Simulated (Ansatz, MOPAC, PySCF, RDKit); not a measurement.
Pair of molecules: CH3F (SMILES CF) (first 5 atoms) with C2H3F (SMILES C=CF); geometry from B3LYP-D3(BJ)/def2-TZVP, rigid monomers moved along the line of their centres of mass till F2···H9 is 3.26 Å.
(charge 0, multiplicity 1):
```xyz
11

C      0.36767     0.66828    -0.22414
F     -1.00917     0.55200    -0.02614
H      0.58069     1.67533    -0.58370
H      0.87130     0.48736     0.72435
H      0.67318    -0.07022    -0.96585
C     -1.23647    -0.45102     4.16840
C     -0.05238    -0.49697     4.74177
F      1.08800    -0.23751     4.05917
H     -1.35922    -0.20374     3.12279
H     -2.11182    -0.66759     4.76324
H      0.15403    -0.73485     5.77672
```

```tsv
level	interaction energy (kcal/mol)	cost
MMFF94	-0.93	-
UFF	-0.47	-
PM7	-1.05	-
HF/STO-3G (no counterpoise)	-0.28	-
HF/6-31G*	-0.79	-
HF/6-31G* (no counterpoise)	-1.27	-
r2SCAN/def2-TZVPPD	-0.82	×2
r2SCAN-D3(BJ)/def2-TZVPPD	-1.03	×2
B3LYP/6-31G*	-0.59	-
B3LYP/6-31G* (no counterpoise)	-1.29	-
wB97X-V/def2-TZVPPD	-1.15	×3
MP2/6-31G*	-0.84	-
CCSD/aug-cc-pVDZ	-1.07	-
CCSD(T)/aug-cc-pVDZ	-1.10	×10
```

The rows run from -1.29 (B3LYP/6-31G* (no counterpoise)) to -0.28 kcal/mol (HF/STO-3G (no counterpoise)). The dispersion term adds -0.21 in r2SCAN-D3(BJ).

Interaction energies are E(AB) − E(A) − E(B) at the monomers' geometry in the complex; basis-set methods are counterpoise corrected. Rows marked so take none. RDKit's UFF carries no charges.

Frozen-core correlation. Rows in 6-31G*, STO-3G carry no dispersion term and start afresh at each structure (6-31G* with six Cartesian d functions). MP2/6-31G* freezes PySCF's default core. The state that PM7 reach isn't checked; PM7 holds dispersion and hydrogen-bond terms.

Codes used: Ansatz (an electronic-structure program) with Gaussian orbitals; MOPAC for PM7 (differences of heats of formation); PySCF for 6-31G* rows, STO-3G rows, the dispersion terms; RDKit for the force fields. 

Costs are rough ratios of core time to PBE/def2-TZVPPD (about 6 s over the structures, on one shared machine); a dash marks a level with no comparable run of its own.
